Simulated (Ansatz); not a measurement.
Wavefunction ladder for C$_{3}$H$_{9}$BS, SMILES `CBCSC`

```xyz
14

C     0.2817   -2.0009   -1.3092
B     0.4521   -0.4681   -1.4775
C     0.1526    0.5871   -0.3627
S    -0.3785   -0.0790    1.2184
C    -0.6340    1.4437    2.1358
H     0.1471   -2.5455   -2.2448
H    -0.4843   -2.2934   -0.5871
H     1.2386   -2.3484   -0.8854
H     0.8785   -0.0183   -2.5084
H     1.0415    1.2195   -0.2337
H    -0.6182    1.2597   -0.7701
H    -0.9637    1.1673    3.1380
H    -1.4057    2.0601    1.6700
H     0.2922    2.0162    2.2169
```

Charge 0, multiplicity 1. The structure was optimised at the PBE0-D4/def2-TZVP level. It is one conformer, not always the lowest. Frozen core, restricted reference, Ansatz 0.2.0. CBS rows extrapolate triple and quadruple zeta; past MP2 they add the triple-zeta difference.

```tsv
basis	HF (Eh)	MP2 corr.
def2-SVP	-540.82175	-0.64635
def2-TZVPP	-541.11937	-0.80706
def2-QZVPP	-541.13772	-0.86267
```

Task: Estimate the CCSD correlation energy and the (T) correction in each basis where they were run (hartree).

Result: 
```tsv
basis	CCSD corr.	(T)
def2-SVP	-0.71660	-0.02111
def2-TZVPP	-0.87008	-0.03562
CBS(def2)	-0.96688	as TZ
```
